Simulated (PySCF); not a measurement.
Computed with B3LYP-D3(BJ)/def2-TZVP // TPSS-D3(BJ)/def2-SVP in PySCF 2.14.0. All species are isolated molecules in the gas phase. One relaxed conformer stands for a flexible species; it need not be the lowest. B3LYP has the VWN-RPA correlation part, as in Gaussian. 

Reference species: [Mo(Cl)4(NH2)2] (neutral, multiplicity 1).

The coordination number is 6 and the mean distance from the central atom to its bonded neighbours is 2.215 Å. The HOMO–LUMO gap comes out as 2.89 eV.

Changed species: [Mo(Cl)2(NH2)4] (4 of 6 Cl replaced by NH2; the reference has 2 of 6 Cl replaced by NH2).

Give the shifts of the coordination number, mean distance from the central atom to its bonded neighbours and HOMO–LUMO gap.

the coordination number hardly moves; the mean distance from the central atom to its bonded neighbours decreases by 0.099 Å, to 2.116 Å; the HOMO–LUMO gap rises by 0.30 eV, to 3.19 eV.
